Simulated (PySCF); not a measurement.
Correlation energy of Si⁺ (silicon, charge +1)

[Ne] 3s1 3p2, 3s spin antiparallel (an excited configuration). Calculation: PySCF 2.14, in aug-cc-pCVTZ-DK with one added diffuse shell each of s, p, d, f type (9s8p6d4f, 91 functions); scalar relativity by spin-free X2C-1e. Frozen: 1s2; 11 electrons correlated.

MP2 pair energies summed by pair of shells (mhartree):

```json
{"pair": "2p-2p", "energy": "-187.45", "share (%)": "53.3"}
{"pair": "2s-2p", "energy": "-59.95", "share (%)": "17.0"}
{"pair": "3s-3p", "energy": "-59.44", "share (%)": "16.9"}
{"pair": "2p-3p", "energy": "-13.91", "share (%)": "4.0"}
{"pair": "2p-3s", "energy": "-11.44", "share (%)": "3.3"}
{"pair": "2s-2s", "energy": "-9.76", "share (%)": "2.8"}
{"pair": "3p-3p", "energy": "-6.44", "share (%)": "1.8"}
{"pair": "2s-3p", "energy": "-2.08", "share (%)": "0.6"}
{"pair": "2s-3s", "energy": "-1.30", "share (%)": "0.4"}
```

Total MP2 correlation energy: -351.77 mhartree.

Same-spin part -84.67 and opposite-spin part -267.10 mhartree; SCS-MP2 scales them by 1/3 and 6/5 to -348.75 mhartree.
